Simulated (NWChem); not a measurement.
All runs are NWChem calculations. System: Al$_{2}$, charge 0, spin multiplicity 3, at a geometry optimised with UPBE0/def2-SVP. The structure started from a generated list of species. Its SCF solution wasn't tested for a lower state. Level: UB2PLYP/def2-SVP, 10 core orbitals frozen.

Input file:

```
start mol
memory heap 200 mb stack 900 mb global 1100 mb
geometry units angstroms nocenter noautoz
  Al     0.000000     0.000000     1.241108
  Al     0.000000     0.000000    -1.241108
  symmetry group D2h
end
basis spherical
  * library def2-svp
end
dft
  xc hfexch 0.53 becke88 0.47 lyp 0.73 mp2 0.27
  dftmp2
  odft
  mult 3
  semidirect memsize 60000000 filesize 0
  iterations 100
end
mp2
  freeze core 10
end
task dft energy
```

NWChem printed:

```
             Northwest Computational Chemistry Package (NWChem) 7.3.0
             --------------------------------------------------------

                                NWChem Input Module
                                -------------------

 Scaling coordinates for geometry "geometry" by  1.889725989
 (inverse scale =  0.529177249)

 Turning off AUTOSYM since
 SYMMETRY directive was detected!

                             Geometry "geometry" -> ""
                             -------------------------

 Output coordinates in angstroms (scale by  1.889725989 to convert to a.u.)

  No.       Tag          Charge          X              Y              Z
 ---- ---------------- ---------- -------------- -------------- --------------
    1 Al                  13.0000     0.00000000     0.00000000     1.24110800
    2 Al                  13.0000     0.00000000     0.00000000    -1.24110800

 Effective nuclear repulsion energy (a.u.)      36.0286756193

            Nuclear Dipole moment (a.u.)
            ----------------------------
        X                 Y               Z
 ---------------- ---------------- ----------------
     0.0000000000     0.0000000000     0.0000000000

      Symmetry information
      --------------------

 Group name             D2h
 Group number             26
 Group order               8
 No. of unique centers     1

      Symmetry unique atoms

     1


 Summary of "ao basis" -> "" (spherical)
 ------------------------------------------------------------------------------
       Tag                 Description            Shells   Functions and Types
 ---------------- ------------------------------  ------  ---------------------
 *                          def2-svp                  on all atoms

  dft_input: which_mp2 not specified, using semidirect MP2 by default.

                                 NWChem DFT Module
                                 -----------------

 Summary of "ao basis" -> "ao basis" (spherical)
 ------------------------------------------------------------------------------
       Tag                 Description            Shells   Functions and Types
 ---------------- ------------------------------  ------  ---------------------
 Al                         def2-svp                 8       18   4s3p1d

 Summary of "ao basis" -> "ao basis" (spherical)
 ------------------------------------------------------------------------------
       Tag                 Description            Shells   Functions and Types
 ---------------- ------------------------------  ------  ---------------------
 Al                         def2-svp                 8       18   4s3p1d

      Symmetry analysis of basis
      --------------------------

        ag          9
        au          1
        b1g         1
        b1u         9
        b2g         4
        b2u         4
        b3g         4
        b3u         4

            General Information
            -------------------
          SCF calculation type: DFT
          Wavefunction type:  spin polarized.
          No. of atoms     :     2
          No. of electrons :    26
           Alpha electrons :    14
            Beta electrons :    12
          Charge           :     0
          Spin multiplicity:     3
          Use of symmetry is: on ; symmetry adaption is: on
          Maximum number of iterations: 100
          AO basis - number of functions:    36
                     number of shells:    16
          Convergence on energy requested:  1.00D-06
          Convergence on density requested:  1.00D-05
          Convergence on gradient requested:  5.00D-04

              XC Information
              --------------
                     Hartree-Fock (Exact) Exchange  0.530
                    Becke 1988 Exchange Functional  0.470
              Lee-Yang-Parr Correlation Functional  0.730

             Grid Information
             ----------------
          Grid used for XC integration:  medium
          Radial quadrature: Mura-Knowles
          Angular quadrature: Lebedev.
          Tag              B.-S. Rad. Rad. Pts. Rad. Cut. Ang. Pts.
          ---              ---------- --------- --------- ---------
          Al                  1.25       88          11.0       590
          Grid pruning is: on
          Number of quadrature shells:    88
          Spatial weights used:  Erf1

          Convergence Information
          -----------------------
          Convergence aids based upon iterative change in
          total energy or number of iterations.
          Levelshifting, if invoked, occurs when the
          HOMO/LUMO gap drops below (HL_TOL):  1.00D-02
          DIIS, if invoked, will attempt to extrapolate
          using up to (NFOCK): 10 stored Fock matrices.

                    Damping( 0%)  Levelshifting(0.5)       DIIS
                  --------------- ------------------- ---------------
          dE  on:    start            ASAP                start
          dE off:    2 iters        100 iters           100 iters

      Screening Tolerance Information
      -------------------------------
          Density screening/tol_rho:  1.00D-10
          AO Gaussian exp screening on grid/accAOfunc:  14
          CD Gaussian exp screening on grid/accCDfunc:  20
          XC Gaussian exp screening on grid/accXCfunc:  20
          Schwarz screening/accCoul:  1.00D-08

      Superposition of Atomic Density Guess
      -------------------------------------

 Sum of atomic energies:        -483.58283444

      Non-variational initial energy
      ------------------------------

 Total energy =    -483.638666
[...]
     6     -0.135377  1 Al py                24      0.135377  2 Al py
    15      0.032567  1 Al d -1              33      0.032567  2 Al d -1

 Vector   17  Occ=0.000000D+00  E=-1.030732D-02  Symmetry=b2g
              MO Center=  1.6D-17, -4.5D-34, -1.7D-16, r^2= 6.3D+00
   Bfn.  Coefficient  Atom+Function         Bfn.  Coefficient  Atom+Function
  ----- ------------  ---------------      ----- ------------  ---------------
    11      0.741627  1 Al px                29     -0.741627  2 Al px
     8      0.239384  1 Al px                26     -0.239384  2 Al px
     5     -0.135377  1 Al px                23      0.135377  2 Al px
    17     -0.032567  1 Al d  1              35     -0.032567  2 Al d  1

                     DFT Final Beta Molecular Orbital Analysis
                     -----------------------------------------

 Vector   10  Occ=1.000000D+00  E=-2.914145D+00  Symmetry=b3g
              MO Center=  2.2D-36, -3.3D-34,  1.5D-16, r^2= 1.7D+00
   Bfn.  Coefficient  Atom+Function         Bfn.  Coefficient  Atom+Function
  ----- ------------  ---------------      ----- ------------  ---------------
     6      0.697447  1 Al py                24     -0.697447  2 Al py
     9      0.031590  1 Al py                27     -0.031590  2 Al py

 Vector   11  Occ=1.000000D+00  E=-4.015170D-01  Symmetry=ag
              MO Center=  3.0D-33,  3.6D-33,  8.3D-17, r^2= 2.6D+00
   Bfn.  Coefficient  Atom+Function         Bfn.  Coefficient  Atom+Function
  ----- ------------  ---------------      ----- ------------  ---------------
     3      0.551656  1 Al s                 21      0.551656  2 Al s
     2      0.294569  1 Al s                 20      0.294569  2 Al s
     4      0.105112  1 Al s                 22      0.105112  2 Al s
    10     -0.078889  1 Al pz                28      0.078889  2 Al pz
     7      0.047818  1 Al pz                25     -0.047818  2 Al pz

 Vector   12  Occ=1.000000D+00  E=-2.722754D-01  Symmetry=b1u
              MO Center= -8.9D-19, -4.6D-19, -1.6D-16, r^2= 5.2D+00
   Bfn.  Coefficient  Atom+Function         Bfn.  Coefficient  Atom+Function
  ----- ------------  ---------------      ----- ------------  ---------------
     3      0.566312  1 Al s                 21     -0.566312  2 Al s
     2      0.292462  1 Al s                 20     -0.292462  2 Al s
     4      0.230914  1 Al s                 22     -0.230914  2 Al s
    13      0.134626  1 Al pz                31      0.134626  2 Al pz
    10      0.087079  1 Al pz                28      0.087079  2 Al pz

 Vector   13  Occ=0.000000D+00  E=-7.042166D-02  Symmetry=ag
              MO Center=  2.6D-14,  2.7D-15,  1.3D-16, r^2= 6.2D+00
   Bfn.  Coefficient  Atom+Function         Bfn.  Coefficient  Atom+Function
  ----- ------------  ---------------      ----- ------------  ---------------
    13      0.435349  1 Al pz                31     -0.435349  2 Al pz
     4      0.292700  1 Al s                 22      0.292700  2 Al s
    10      0.282683  1 Al pz                28     -0.282683  2 Al pz
     7     -0.157626  1 Al pz                25      0.157626  2 Al pz
     2      0.029326  1 Al s                 20      0.029326  2 Al s

 Vector   14  Occ=0.000000D+00  E=-4.362271D-02  Symmetry=b3u
              MO Center= -2.6D-14,  9.1D-31, -9.5D-17, r^2= 4.9D+00
   Bfn.  Coefficient  Atom+Function         Bfn.  Coefficient  Atom+Function
  ----- ------------  ---------------      ----- ------------  ---------------
    11      0.459556  1 Al px                29      0.459556  2 Al px
     8      0.211656  1 Al px                26      0.211656  2 Al px
     5     -0.127261  1 Al px                23     -0.127261  2 Al px
    17      0.025301  1 Al d  1              35     -0.025301  2 Al d  1

 Vector   15  Occ=0.000000D+00  E=-4.362271D-02  Symmetry=b2u
              MO Center=  1.4D-31, -4.5D-15, -3.8D-17, r^2= 4.9D+00
   Bfn.  Coefficient  Atom+Function         Bfn.  Coefficient  Atom+Function
  ----- ------------  ---------------      ----- ------------  ---------------
    12      0.459556  1 Al py                30      0.459556  2 Al py
     9      0.211656  1 Al py                27      0.211656  2 Al py
     6     -0.127261  1 Al py                24     -0.127261  2 Al py
    15     -0.025301  1 Al d -1              33      0.025301  2 Al d -1

   alpha - beta orbital overlaps
   -----------------------------

   alpha      1      2      3      4      5      6      7      8      9     10
    beta      1      2      3      4      7      8     10      9      5      6
 overlap   1.000  1.000  1.000  1.000  1.000  1.000  1.000  1.000  1.000  1.000

   alpha     11     12     13     14     15     16     17     18     19     20
    beta     11     12     14     15     13     17     16     18     19     20
 overlap   0.998  0.997  0.997  0.997  0.999  0.999  0.999  0.997  0.998  1.000

   alpha     21     22     23     24     25     26     27     28     29     30
    beta     21     23     22     24     25     26     27     29     30     28
 overlap   0.998  0.996  0.996  0.998  0.998  0.999  0.999  1.000  1.000  0.999

   alpha     31     32     33     34     35     36
    beta     31     32     33     34     35     36
 overlap   1.000  1.000  0.999  0.999  0.999  1.000

     --------------------------
     Expectation value of S2:
     --------------------------
      <S2> =      2.0102 (Exact =     2.0000)

 center of mass
 --------------
 x =   0.00000000 y =   0.00000000 z =   0.00000000

 moments of inertia (a.u.)
 ------------------
         296.833936193260           0.000000000000           0.000000000000
           0.000000000000         296.833936193260           0.000000000000
           0.000000000000           0.000000000000           0.000000000000

     Multipole analysis of the density
     ---------------------------------

     L   x y z        total         alpha         beta         nuclear
     -   - - -        -----         -----         ----         -------
     0   0 0 0     -0.000000    -14.000000    -12.000000     26.000000

     1   1 0 0      0.000000      0.000000     -0.000000      0.000000
     1   0 1 0     -0.000000     -0.000000      0.000000      0.000000
     1   0 0 1      0.000000     -0.000000      0.000000      0.000000

     2   2 0 0    -22.031619    -16.127694     -5.903925      0.000000
     2   1 1 0     -0.000000     -0.000000     -0.000000      0.000000
     2   1 0 1      0.000000      0.000000      0.000000      0.000000
     2   0 2 0    -22.031619    -16.127694     -5.903925      0.000000
     2   0 1 1      0.000000      0.000000      0.000000      0.000000
     2   0 0 2    -16.527897    -84.867821    -74.677902    143.017825

                   NWChem MP2 Semi-direct Energy/Gradient Module
                   ---------------------------------------------

  Basis functions       =     36
  Molecular orbitals    =     36
  Frozen core           =     10
  Frozen virtuals       =      0
  Active alpha occupied =      4
  Active beta occupied  =      2
  Active alpha virtual  =     22
  Active beta virtual   =     24
  Use MO symmetry       = T
  Use skeleton AO sym   = T

  AO/Fock/Back tols     =   1.0D-09  1.0D-09  1.0D-09

 GA uses MA = F    GA memory limited = T

 Available:
  local mem=  4.43D+07
 global mem=  1.44D+08
 local disk=  0.00D+00
  mp2_memr nvloc                    22
  nvloc new                    22
   1 passes of   4:        2097152                       4887                    198846.
   1 passes of   4: M     44324906           G      144176608           F      42227754.

 Semi-direct pass number   1 of   1  for UHF alpha       at        0.3s
  vrange nnbf                   657
  mp2_eaftype                    10  avail_ma_in_mb                   386
 EAF : mp2_eaftype filesize          10      99423.
  mp2_eaf for mointskh                     10
Node 0 wrote      0.5 Mb in      0.0 s     Agg I/O rate:  2429.2 Mb/s
 Done moints_semi at        0.4s
  mp2_eaftype                    10  avail_ma_in_mb                   386
 EAF : mp2_eaftype filesize          10      99423.
  mp2_eaf for kh                    10
 Done maket at        0.4s
 Done multipass loop at        0.4s

 GA uses MA = F    GA memory limited = T

 Available:
  local mem=  4.43D+07
 global mem=  1.44D+08
 local disk=  0.00D+00
  mp2_memr nvloc                    24
  nvloc new                    24
   1 passes of   2:        2097152                       3867                    109494.
   1 passes of   2: M     44324906           G      144176608           F      42227754.

 Semi-direct pass number   1 of   1  for UHF beta        at        0.4s
  vrange nnbf                   657
  mp2_eaftype                    10  avail_ma_in_mb                   386
 EAF : mp2_eaftype filesize          10      54747.
  mp2_eaf for mointskh                     10
Node 0 wrote      0.3 Mb in      0.0 s     Agg I/O rate:  2564.9 Mb/s
 Done moints_semi at        0.5s
  mp2_eaftype                    10  avail_ma_in_mb                   386
 EAF : mp2_eaftype filesize          10      54747.
  mp2_eaf for kh                    10
 Done maket at        0.5s
 Done multipass loop at        0.5s

          -------------------------------------------
          DFT energy                    -484.333576389774
          Unscaled MP2 energy             -0.120690227400
          Total DFT+MP2 energy          -484.366162751172
          -------------------------------------------

 -----------------------
 Performance information
 -----------------------

 Timer overhead =  1.03D-07 seconds/call

               Nr. of calls         CPU time (s)                 Wall time (s)                GFlops
             ---------------    -------------------     ------------------------------   -------------------
Name         Min   Avg   Max    Min     Avg     Max     Min     Avg     Max   Mx/calls   Min     Max     Sum
mp2: moin     2     2     2   0.15    0.15    0.15     0.15    0.15    0.15    7.63E-2   0.0     0.0     0.0
mp2: make     2     2     2   2.36E-3 2.36E-3 2.36E-3  2.36E-3 2.36E-3 2.36E-3 1.18E-3   0.0     0.0     0.0
mp2: tota     1     1     1   0.17    0.17    0.17     0.17    0.17    0.17    0.17      0.0     0.0     0.0

 The average no. of pstat calls per process was 5.00D+00
 with a timing overhead of 5.16D-07s

 Task  times  cpu:        0.5s     wall:        0.5s

 Total times  cpu:        0.5s     wall:        0.5s
```
